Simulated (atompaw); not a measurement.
## Plane-wave convergence, PAW (atompaw) potential for terbium (Tb)

| Item | Value |
| --- | --- |
| Element | terbium |
| Generator | atompaw 4.2.0.5 |
| Type | PAW |
| Functional | PBEsol |
| Relativity | scalar-relativistic |
| Frozen core | [Kr] 4d10 |
| Valence charge | 19 |
| Reference configuration | 4f9 5s2 5p6 5d0 6s1.75 6p0 (charge +0.25) |
| Partial waves | 5s (bound); 6s (bound); 5p (bound); 6p (bound, empty); 5d (bound, empty); 5d channel at 0.8 Ry; 4f (bound); 4f channel at 0.05 Ry |
| Local potential | troulliermartins scheme with l = 4 at 0 Ry, radius 2.70 bohr |
| Core correction | smooth core density matched at 2.00 bohr |
| Augmentation charge | sinc compensation charge, radius 2.45 bohr; PAW radius 2.95 bohr; waves and projectors: bloechl |

The pseudo-atom Hamiltonian at the reference potential is diagonalised in spherical Bessel functions j_l(qr) that vanish at 20 bohr, with q² up to the cutoff. All-electron valence levels (Ry): 5s -3.6025, 6s -0.3616, 5p -1.9363, 6p -0.1575, 5d -0.1932, 4f -0.3344.

Task: How do the lowest levels (Ry) of each channel move with the cutoff, and are there ghosts?

Result:

```tsv
cutoff (Ry)	s #1	s #2	s #3	p #1	p #2	p #3	d #1	d #2	f #1	f #2	Σ f·Δε (mRy)
8	-3.5764	-0.3573	-0.0415	-1.8040	-0.1448	0.0103	-0.1533	0.0147	-0.1391	0.0584	2611.8
12	-3.6008	-0.3612	-0.0422	-1.9181	-0.1550	0.0072	-0.1847	0.0103	-0.2720	0.0579	674.8
18	-3.6014	-0.3614	-0.0423	-1.9359	-0.1574	0.0064	-0.1929	0.0093	-0.3190	0.0577	142.9
25	-3.6022	-0.3615	-0.0423	-1.9361	-0.1574	0.0064	-0.1932	0.0093	-0.3319	0.0576	24.2
35	-3.6025	-0.3616	-0.0423	-1.9363	-0.1575	0.0064	-0.1932	0.0093	-0.3343	0.0576	0.8
45	-3.6025	-0.3616	-0.0423	-1.9363	-0.1575	0.0064	-0.1932	0.0093	-0.3344	0.0576	0.0
400	-3.6025	-0.3616	-0.0423	-1.9363	-0.1575	0.0064	-0.1932	0.0093	-0.3344	0.0576	0.0
```

Result: no extra level below or beside the all-electron valence levels (s, p, d, f tested); 10 mRy is reached at 30 Ry and 1 mRy at 35 Ry.
